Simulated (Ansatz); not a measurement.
`C#CO[SiH2]F` from Hartree–Fock to CCSD(T)

```xyz
8

C     1.899    0.707   -1.068
C     0.814    0.761   -0.563
O    -0.359    0.833   -0.021
Si   -1.099   -0.507    0.640
F    -2.483    0.043    1.173
H     2.861    0.675   -1.519
H    -0.296   -1.004    1.772
H    -1.338   -1.508   -0.415
```

Total charge 0; spin multiplicity 1. The geometry is a stationary point of PBE0-D4/def2-TZVP. It is one conformer, not always the lowest. Frozen core, restricted reference, the Gaussian-basis code of Ansatz. CBS rows extrapolate triple and quadruple zeta; past MP2 they add the triple-zeta difference.

| basis | HF (Eh) | MP2 corr. | CCSD corr. | (T) | CCSD(T) total |
| --- | --- | --- | --- | --- | --- |
| def2-SVP | -540.43684 | ? | ? | -0.02080 | ? |
| def2-TZVPP | -540.86346 | -0.89579 | -0.91554 | -0.03631 | -541.81531 |
| def2-QZVPP | ? | -0.96814 | – | – | – |
| CBS(def2) | -540.88773 | -1.02173 | ? | as TZ | ? |

(1) Fill in the withheld values. (An estimate is asked.)

Results:

(1) Ansatz gave: def2-SVP MP2 corr.: -0.70596; def2-SVP CCSD corr.: -0.73420; def2-SVP CCSD(T) total: -541.19184; def2-QZVPP HF (Eh): -540.88479; CBS(def2) CCSD corr.: -1.04149; CBS(def2) CCSD(T) total: -541.96553.
